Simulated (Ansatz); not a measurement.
Species: sum formula AlN$_{2}$H$_{4}$Br, charge 0, multiplicity 1. 
Coordinates optimised at B3LYP-D3(BJ)/def2-TZVP (Ansatz, a first-principles code):
```
Al
N 1 1.7611
H 2 1.0072 1 125.73
H 2 1.0072 3 110.63 1 -180.00
N 1 1.7611 2 123.37 3 0.00
H 5 1.0072 1 125.73 2 0.00
H 5 1.0072 6 110.63 1 180.00
Br 1 2.2672 2 118.31 3 -180.00
```
Charge 0, spin multiplicity 1.

Quantity: vertical triplet-singlet gap (E(triplet) - E(singlet); each state is the SCF solution reached for its spin), in eV. Valence correlation only, unless marked. Open shells are spin-unrestricted. No spin-orbit coupling. The frozen core is the preceding noble-gas configuration, with the filled d and f shells of earlier blocks. No relativistic terms. CBS(X,Y): correlation extrapolated as X^-3; Hartree-Fock from the larger set.

| level | program | vertical triplet-singlet gap (eV) |
|---|---|---|
| PBE0/def2-TZVPD | Ansatz | 5.16 |
| BHLYP/def2-TZVPD | Ansatz | ___ |
| CAM-B3LYP/def2-TZVPD | Ansatz | 5.53 |
| CCSD/def2-SVPD | Ansatz | ___ |
| CCSD(T)/CBS(def2-TZVPPD,def2-QZVPPD) | Ansatz | 5.68 |

Task: Fill in the missing entries.

Result: 
- BHLYP/def2-TZVPD, vertical triplet-singlet gap (eV): 5.40
- CCSD/def2-SVPD, vertical triplet-singlet gap (eV): 5.71
